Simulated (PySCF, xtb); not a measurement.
5-ethynylpyrimidine (C6H4N2), SMILES C(#C)c1cncnc1.

Harmonic wavenumbers (cm⁻¹) from GFN2-xTB in xtb 6.7.1 at its own minimum, in rising order: 120, 132, 264, 358, 438, 473, 480, 611, 660, 663, 702, 815, 827, 918, 919, 1025, 1136, 1177, 1225, 1241, 1249, 1386, 1404, 1538, 1548, 2250, 3053, 3055, 3065, 3395.

Question: What does PBE-D3(BJ)/def2-SVP in PySCF give at its own minimum? (An estimate is asked for; the answer gives what the named calculation found.)

Answer: 134, 147, 297, 389, 491, 510, 547, 617, 636, 659, 723, 798, 900, 945, 968, 1019, 1120, 1188, 1227, 1267, 1314, 1410, 1420, 1532, 1585, 2153, 3087, 3088, 3094, 3405. Paired by order, the mean absolute difference is 29 cm⁻¹ and the zero-point energies are 51.7 and 52.4 kcal/mol.
